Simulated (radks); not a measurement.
Values are calculated unless marked as measured or tabulated.
Species: Br3+. Configuration: [Ar] 3d10 4s2 4p1.75 4d0.25 (fractional occupations, a model configuration).

Level of theory: Dirac Kohn-Sham, PBE, spin-unpolarised, spherical densities, point nucleus; open shells are shared between the two j in proportion to 2j + 1 (a radial shooting solver on a logarithmic mesh with Libxc functionals).

Energy parts (eV):
part                       energy
total                  -70854.882
kinetic                 72660.645
electron-nucleus      -169903.742
Hartree                 28865.476
exchange-correlation    -2477.261

Orbitals (lengths in bohr, moments of r in powers of bohr; r(max) is where P^2 peaks):
orbital,occ.,eigenvalue (eV),r(max),<r^4>,<r^2>
1s1/2,2,-13353.88,0.02791,0.00001560,0.002461
2s1/2,2,-1772.006,0.1593,0.003099,0.04229
2p1/2,2,-1599.714,0.1252,0.002133,0.03251
2p3/2,4,-1552.198,0.1284,0.002307,0.03395
3s1/2,2,-277.3142,0.4841,0.1937,0.3492
3p1/2,2,-217.3767,0.4753,0.2226,0.3627
3p3/2,4,-210.5303,0.4840,0.2394,0.3762
3d3/2,4,-106.5574,0.4291,0.3835,0.4228
3d5/2,6,-105.4655,0.4318,0.3936,0.4285
4s1/2,2,-54.7680,1.368,10.97,2.694
4p1/2,0.583333,-40.8903,1.519,18.57,3.456
4p3/2,1.16667,-40.1510,1.543,19.66,3.559
4d3/2,0.1,-21.3392,2.095,80.77,7.060
4d5/2,0.15,-21.2693,2.104,81.83,7.110

The highest occupied level is 4d5/2 at -21.269 eV. Summed over all electrons, <r^2> = 20.81 bohr^2, which gives a Langevin (diamagnetic) susceptibility term of -16.5 x 10^-6 cm^3/mol.
